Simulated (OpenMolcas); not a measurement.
**Multiconfigurational calculation on Sb+**

Input:

```
&GATEWAY
Coord
1

Sb 0.0 0.0 0.0
Basis=ANO-RCC
Group=XYZ
NoMove
AngMom=0.0 0.0 0.0
AMFI
&SEWARD
* reference wave functions (RASSCF and RASSI steps not shown): 4 electrons in 9 orbitals (RAS2 5s 5p; RAS3 5d, at most 2 electrons)
>>> COPY JOB001 $Project.JobIph
&CASPT2
Multistate=6 1 2 3 4 5 6
Frozen=9 9
IPEA=0.25
Imaginary=0.1
MaxIter=60
WThr=0.0 0.3 0.05
PrWF=0.5
NoMix
>>> COPY JOB002 $Project.JobIph
&CASPT2
Multistate=11 1 2 3 4 5 6 7 8 9 10 11
Frozen=9 9
IPEA=0.25
Imaginary=0.1
MaxIter=60
WThr=0.0 0.3 0.05
PrWF=0.5
NoMix
>>> COPY JOB003 $Project.JobIph
&CASPT2
Multistate=1 1
Frozen=9 9
IPEA=0.25
Imaginary=0.1
MaxIter=60
WThr=0.0 0.3 0.05
PrWF=0.5
NoMix
...
```

Launched by
```bash
OMP_NUM_THREADS=1 MOLCAS_MEM=2252 MOLCAS_PROJECT=a pymolcas a.inp > a.log  # once for each step of the input, in one work folder
```

Output, cut to the results:

```
--- CASPT2 ---
Orbital specifications:
      -----------------------

      Symmetry species                           1   2
                                                ag  au
      Frozen orbitals                            9   9
      Inactive orbitals                          5   0
      Active orbitals                            6   3
      Secondary orbitals                        57  50
      Deleted orbitals                           0   0
      Number of basis functions                 77  62
Type of calculation                        MS-CASPT2
      Fock operator                              state-specific
      IPEA shift                                 0.25
      Real shift                                 0.00
      Imaginary shift                            0.10
      The input orbitals will be transformed to quasi-canonical
Reference energy:       -6476.2148639733
      E2 (Non-variational):      -0.4998860314
      Shift correction:          -0.0002361520
      E2 (Variational):          -0.5001221834
      Total energy:           -6476.7149861568
      Residual norm:              0.0000008775
      Reference weight:           0.92637
      Contributions to the CASPT2 correlation energy
      Active & Virtual Only:         -0.0287915954
      One Inactive Excited:          -0.1176031227
      Two Inactive Excited:          -0.3534913132
Reference energy:       -6476.2148639733
      E2 (Non-variational):      -0.4998837746
      Shift correction:          -0.0002361166
      E2 (Variational):          -0.5001198912
      Total energy:           -6476.7149838645
      Residual norm:              0.0000008780
      Reference weight:           0.92637
      Contributions to the CASPT2 correlation energy
      Active & Virtual Only:         -0.0287894472
      One Inactive Excited:          -0.1176030141
      Two Inactive Excited:          -0.3534913133
::    CASPT2 Root  1     Total energy:  -6476.71498616
::    CASPT2 Root  2     Total energy:  -6476.71498386
::    CASPT2 Root  3     Total energy:  -6476.71498632
::    CASPT2 Root  4     Total energy:  -6476.12346744
::    CASPT2 Root  5     Total energy:  -6476.12349134
::    CASPT2 Root  6     Total energy:  -6476.12351572
::    MS-CASPT2 Root  1     Total energy:  -6476.71546022
::    MS-CASPT2 Root  2     Total energy:  -6476.71546005
::    MS-CASPT2 Root  3     Total energy:  -6476.71545776
::    MS-CASPT2 Root  4     Total energy:  -6476.12304183
::    MS-CASPT2 Root  5     Total energy:  -6476.12301749
::    MS-CASPT2 Root  6     Total energy:  -6476.12299350
--- CASPT2 ---
Orbital specifications:
      -----------------------

      Symmetry species                           1   2
                                                ag  au
      Frozen orbitals                            9   9
      Inactive orbitals                          5   0
      Active orbitals                            6   3
      Secondary orbitals                        57  50
      Deleted orbitals                           0   0
      Number of basis functions                 77  62
Type of calculation                        MS-CASPT2
      Fock operator                              state-specific
      IPEA shift                                 0.25
      Real shift                                 0.00
      Imaginary shift                            0.10
      The input orbitals will be transformed to quasi-canonical
Reference energy:       -6476.1769792313
      E2 (Non-variational):      -0.5051893336
      Shift correction:          -0.0003310643
      E2 (Variational):          -0.5055203980
      Total energy:           -6476.6824996293
      Residual norm:              0.0000001765
      Reference weight:           0.92051
      Contributions to the CASPT2 correlation energy
      Active & Virtual Only:         -0.0354331330
      One Inactive Excited:          -0.1162412041
      Two Inactive Excited:          -0.3535149965
Reference energy:       -6476.1769792313
      E2 (Non-variational):      -0.5050965194
      Shift correction:          -0.0003229209
      E2 (Variational):          -0.5054194403
      Total energy:           -6476.6823986717
      Residual norm:              0.0000001646
      Reference weight:           0.92072
      Contributions to the CASPT2 correlation energy
      Active & Virtual Only:         -0.0353444108
      One Inactive Excited:          -0.1162356720
      Two Inactive Excited:          -0.3535164366
::    CASPT2 Root  1     Total energy:  -6476.68249963
::    CASPT2 Root  2     Total energy:  -6476.68239867
::    CASPT2 Root  3     Total energy:  -6476.68236924
::    CASPT2 Root  4     Total energy:  -6476.68237130
::    CASPT2 Root  5     Total energy:  -6476.68237649
::    CASPT2 Root  6     Total energy:  -6476.63095807
::    CASPT2 Root  7     Total energy:  -6476.08335038
::    CASPT2 Root  8     Total energy:  -6476.08334082
::    CASPT2 Root  9     Total energy:  -6476.08341325
::    CASPT2 Root 10     Total energy:  -6476.08331927
::    CASPT2 Root 11     Total energy:  -6476.08341239
::    MS-CASPT2 Root  1     Total energy:  -6476.68318310
::    MS-CASPT2 Root  2     Total energy:  -6476.68311449
::    MS-CASPT2 Root  3     Total energy:  -6476.68300986
::    MS-CASPT2 Root  4     Total energy:  -6476.68300806
::    MS-CASPT2 Root  5     Total energy:  -6476.68290997
::    MS-CASPT2 Root  6     Total energy:  -6476.63093984
::    MS-CASPT2 Root  7     Total energy:  -6476.08279020
::    MS-CASPT2 Root  8     Total energy:  -6476.08276467
::    MS-CASPT2 Root  9     Total energy:  -6476.08270599
::    MS-CASPT2 Root 10     Total energy:  -6476.08270178
::    MS-CASPT2 Root 11     Total energy:  -6476.08268154
--- CASPT2 ---
Orbital specifications:
      -----------------------

      Symmetry species                           1   2
                                                ag  au
      Frozen orbitals                            9   9
...
```

Levels above the lowest, from the spin-orbit matrix with the single-state CASPT2 energies, averaged by term, on its diagonal:

```csv
Configuration,Term,J,E (cm⁻¹),Measured (cm⁻¹),g,Term weight %
5s² 5p²,³P,0,0.0,0.0,,96
5s² 5p²,³P,1,2640,3055,1.501,100
5s² 5p²,³P,2,5120,5658,1.442,88
5s² 5p²,¹D,2,12310,12790,1.060,88
5s² 5p²,¹S,0,23720,23906,,96
5s 5p³,⁵S°,2,51410,51723,1.995,99
5s 5p³,³D°,1,66360,66292,0.541,95
5s 5p³,³D°,2,66430,66502,1.190,92
5s 5p³,³D°,3,67460,67888,1.334,100
```

Against the 8 measured excited levels shown (NIST Handbook of Basic Atomic Spectroscopic Data) the mean absolute deviation is 310 cm-1; the largest miss in energy is 5s² 5p² ³P₂: computed 5120, measured 5658 cm⁻¹ (-9.5 %), and the largest in proportion 5s² 5p² ³P₁ (-13.6 %).

Term energies are means over components that CASPT2 splits; among the terms shown or strongly mixed into the levels shown the widest spread is 29 cm-1 (5s² 5p² ¹D). Over all roots computed the reference weight is 0.86 to 0.94; the roots of lowest weight are the least certain, and an intruder state may touch them. The run also gave levels led by 5s 5p² 5d, 5s² 5p 5d, which use shells meant for correlation; these and all levels above them are left out. Some terms mix strongly with configurations of 5d, whose occupation reaches 0.27 (5s 5p³ ³D°). Measured partners are found by configuration, term and J. A level has none where our copy of the source lacks it or the pairing is in doubt (some pairs that miss far off the trend of their configuration count as doubtful), and it then counts in no deviation. Levels of configurations outside the active space are missing. The first state left out of the spin-orbit step lies near 98000 cm-1 above the lowest spin-free state of the reference (among the parities and spins computed), and the list stops at four fifths of that energy or lower.

The CASPT2 steps took 45 s on 1 thread of AMD EPYC 9R45 96-Core Processor (Zen 5), with other jobs on the host; the integral step is not counted.

The term weight is that of the spin-free term in the level, not the purity of its configuration. ° marks odd parity.
